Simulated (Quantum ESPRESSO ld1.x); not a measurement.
The numbers below are computed, except where a source is named.
Question: Coherent X-ray form factor from a spherical all-electron density. Code: ld1.x of Quantum ESPRESSO 7.5. Model: Dirac Kohn-Sham, relativistic LDA (MacDonald-Vosko exchange, VWN5 correlation), spin-unpolarised, spherical densities, point nucleus.

sin(theta)/lambda (1/angstrom)  f0 (electrons)
0.05                                    55.314
0.1                                     53.398
0.15                                    50.612
0.2                                     47.400
0.25                                    44.142
0.3                                     41.085
0.4                                     35.896
0.5                                     31.772
0.6                                     28.336
0.8                                     22.913
1                                       19.205
1.25                                    16.229
1.5                                     14.011
2                                       10.154

The species is in the configuration that NIST lists as its ground one. Which atom or ion scatters so?

Answer: The praseodymium ion Pr3+, [Xe] 4f2. Extrapolating in s^2 from the first two rows gives f0(0) = 56.0, near the electron count 56; among species with that count, the fall with angle is slower the higher Z, and the table is that of Z = 59; from so few rows the species is fixed only to a neighbour or two.
